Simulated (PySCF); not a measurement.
**Exercise with solution: dipole moment from atomic charges**

Al(F)(Cl)(OMe) (CH₃AlClFO), SMILES [F][Al]([Cl])[O]C. Atoms are numbered in the order given.

```xyz
8

Al     0.2792    -0.1111     0.0000
F      1.9353    -0.0379     0.0000
Cl    -0.6404    -1.9779     0.0000
O     -0.6599     1.2740     0.0000
C     -0.5487     2.6699     0.0000
H     -1.0454     3.0921    -0.8911
H      0.5018     3.0140     0.0000
H     -1.0454     3.0921     0.8911
```

Coordinates come from a B3LYP-D3(BJ)/def2-SVP optimisation. The structure was generated by enumeration; whether it is a known compound was not checked. Other conformers were not sampled.

Charges (e) from PBE/def2-TZVP in PySCF:

| atom | ESP fit | IAO |
|---|---|---|
| Al1 | 0.966 | 1.294 |
| F2 | -0.390 | -0.547 |
| Cl3 | -0.277 | -0.330 |
| O4 | -0.516 | -0.637 |
| C5 | 0.099 | -0.200 |
| H6 | 0.042 | 0.145 |
| H7 | 0.035 | 0.131 |
| H8 | 0.042 | 0.145 |

The dipole moment of the full density is 1.85 D.

Q: What dipole moment does each set of point charges give, and which comes closer to that of the density?

A: 
μ = Σ q r, and 1 e Å = 4.8032 D.
ESP fit: Σ q r = (-0.092, 0.427, 0.000) e Å, |μ| = 2.10 D.
IAO: Σ q r = (-0.193, 0.476, 0.000) e Å, |μ| = 2.47 D.
ESP fit comes closer in size. Point charges leave out the atoms' own dipoles (lone pairs, polarised bonds); fits to the potential absorb them, partitions of the density don't.
